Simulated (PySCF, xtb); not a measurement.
methyl 2,2-dimethylpropanoate (C6H12O2), SMILES CC(C)(C(=O)OC)C.

Coordinates come from a r2SCAN-D4/def2-SVP optimisation.

The numbers are results of PySCF with C-PCM-ωB97X/def2-SVP, not measurements.

The values are the electrostatic part of the solvation free energy, E(continuum) − E(gas) at the gas-phase geometry, in a cavity of scaled van der Waals radii (PySCF's table); cavitation and dispersion terms are not included. In vacuum the orbital gap is 13.02 eV. The dipole moment in vacuum is 1.73 D.

Computed values in water (ε = 78.36), N,N-dimethylformamide (ε = 37.22), acetonitrile (ε = 35.69):
```
solvent                    ε  ΔG(elec) (kcal/mol)  dipole (D)  gap (eV)
---------------------  -----  -------------------  ----------  --------
water                  78.36                 -4.4        2.22     13.10
N,N-dimethylformamide  37.22                 -4.4        2.21     13.10
acetonitrile           35.69                 -4.4        2.21     13.10
```

For comparison, GFN2-xTB/ALPB(water) (xtb, at the GFN2-xTB geometry, all terms of that model) gives -4.0 kcal/mol.
